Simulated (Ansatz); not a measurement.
H4BO3, charge +1, singlet, geometry from GFN2-xTB; PBE0/pcseg-1 (Ansatz, a quantum-chemistry and plane-wave program).

Here is a job for Ansatz.
Ansatz 0.2 input:
```yaml
crystal:
  periodic: [false, false, false]
  atoms:
    - {symbol: O, position_ang: [0.94125156, -0.94343766, -0.27587590]}
    - {symbol: B, position_ang: [0.16783123, 0.07930902, -0.02149367]}
    - {symbol: O, position_ang: [0.41422978, 1.35004150, 0.03855453]}
    - {symbol: O, position_ang: [-1.26136055, -0.43334826, 0.26131813]}
    - {symbol: H, position_ang: [1.88698970, -0.85838621, -0.41413059]}
    - {symbol: H, position_ang: [-0.15142388, 2.07765955, 0.29507508]}
    - {symbol: H, position_ang: [-1.30328516, -1.40441468, 0.18719957]}
    - {symbol: H, position_ang: [-2.02440304, 0.00255155, -0.15264982]}
basis:
  gaussian:
    orbitals: pcseg-1.json
hamiltonian:
  xc: pbe0
total_charge: 1
```
The basis file holds pcseg-1 in the JSON format of the Basis Set Exchange.

The log (banner, timings and long lists left out):

```
Functional definition: PBE0
809 factors; their error is unknown
mean field evaluation 1: about -6852.6178 eV, gradient 1.0e2 eV
mean field evaluation 2: about -6841.2979 eV, gradient 1.3e2 eV
mean field evaluation 4: about -6869.4629 eV, gradient 4.3e0 eV
mean field evaluation 8: about -6869.5039 eV, gradient 2.2e-2 eV
mean field -6869.50387730 eV, -252.4496111737 hartree, gradient 3.2e-5 eV, S^2 0.000000; 0 other end points of the search recorded, 0 dependent functions left out
reference -6869.50389797 eV, -252.4496119335 hartree; 16, 16 occupied and 60, 60 virtual orbitals, 809 factors
Total energy: -6869.50389797 eV, -252.4496119335 hartree
```
